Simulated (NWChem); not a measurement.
System meant: C₃H₄OS; SMILES O=C1CSC1

The following NWChem deck was run.

```
start job
memory heap 200 mb stack 900 mb global 1100 mb
geometry units angstroms noautosym nocenter noautoz
  O      0.000000     0.000000     2.160866
  C      0.000000     0.000000     0.959339
  C      0.000000    -1.176648    -0.025213
  S      0.000000     0.000000    -1.463191
  C      0.000000     1.176648    -0.025213
  H     -0.892761    -1.806452     0.044551
  H      0.892761    -1.806452     0.044551
  H     -0.892761     1.806452     0.044551
  H      0.892761     1.806452     0.044551
end
basis spherical
  * library def2-svp
end
dft
  xc m06-l
  iterations 150
end
property
  shielding 5 1 2 3 4 6
end
task dft property
```

End of the output:

```
 Vector   26  Occ=0.000000D+00  E= 2.079410D-02
              MO Center= -1.2D-09, -4.2D-10, -4.5D-01, r^2= 3.3D+00
   Bfn.  Coefficient  Atom+Function         Bfn.  Coefficient  Atom+Function
  ----- ------------  ---------------      ----- ------------  ---------------
    55      0.824247  4 S  pz                46      0.778999  4 S  s
    17     -0.643441  2 C  s                 37      0.633245  3 C  pz
    69      0.633245  5 C  pz                31     -0.372318  3 C  s
    63     -0.372318  5 C  s                 23      0.349007  2 C  pz
    34      0.304623  3 C  pz                45      0.304089  4 S  s

 center of mass
 --------------
 x =   0.00000000 y =   0.00000000 z =  -0.02430565

 moments of inertia (a.u.)
 ------------------
         716.253739520696           0.000000000000           0.000000000000
           0.000000000000         562.090206096151           0.000000000000
           0.000000000000           0.000000000000         177.111447005836

     Multipole analysis of the density
     ---------------------------------

     L   x y z        total         alpha         beta         nuclear
     -   - - -        -----         -----         ----         -------
     0   0 0 0     -0.000000    -23.000000    -23.000000     46.000000

     1   1 0 0      0.000000      0.000000      0.000000      0.000000
     1   0 1 0      0.000000      0.000000      0.000000      0.000000
     1   0 0 1     -0.246560      0.342014      0.342014     -0.930588

     2   2 0 0    -26.282189    -18.833530    -18.833530     11.384870
     2   1 1 0     -0.000000     -0.000000     -0.000000      0.000000
     2   1 0 1      0.000000      0.000000      0.000000      0.000000
     2   0 2 0    -23.378207    -64.660632    -64.660632    105.943056
     2   0 1 1     -0.000000     -0.000000     -0.000000      0.000000
     2   0 0 2    -34.193567   -154.845477   -154.845477    275.497387

          -----------------------------------------
          Chemical Shielding Tensors (GIAO, in ppm)
          -----------------------------------------

 ------------------------------------------------------------------------
  xm06: d2 not coded                    0
 ------------------------------------------------------------------------
 ------------------------------------------------------------------------
  current input line :
    24: task dft property
 ------------------------------------------------------------------------
 ------------------------------------------------------------------------
 This error has not yet been assigned to a category
 ------------------------------------------------------------------------
 For more information see the NWChem manual at https://nwchemgit.github.io

0: xm06: d2 not coded:Received an Error in Communication
```

Task: Find the fault in this run and fix the input.

Result: The program stopped with an error. Cause: this functional's second derivatives, which shieldings need, aren't coded here; the fix takes a hybrid GGA instead. This input runs:
```
start job
memory heap 200 mb stack 900 mb global 1100 mb
geometry units angstroms noautosym nocenter noautoz
  O      0.000000     0.000000     2.160866
  C      0.000000     0.000000     0.959339
  C      0.000000    -1.176648    -0.025213
  S      0.000000     0.000000    -1.463191
  C      0.000000     1.176648    -0.025213
  H     -0.892761    -1.806452     0.044551
  H      0.892761    -1.806452     0.044551
  H     -0.892761     1.806452     0.044551
  H      0.892761     1.806452     0.044551
end
basis spherical
  * library def2-svp
end
dft
  xc pbe0
  iterations 150
end
property
  shielding 5 1 2 3 4 6
end
task dft property
```
It converges to -589.48844 Ha (PBE0/def2-SVP, GIAO).
